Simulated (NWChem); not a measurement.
System: C$_{3}$H$_{5}$F; SMILES C/C=C\F

Results from NWChem. The geometry was optimised at PBE-D3(BJ)/def2-SVP.

For level PW91/def2-SVP:

* **highest occupied level (eV)**: -5.84
* **orbital gap (eV)**: 5.45
* **dipole (D)**: 1.18

How do the values read with level TPSSh/def2-SVP instead?


| Property | Result |
|---|---|
| highest occupied level (eV) | -6.37 |
| orbital gap (eV) | 6.59 |
| dipole (D) | 1.29 |
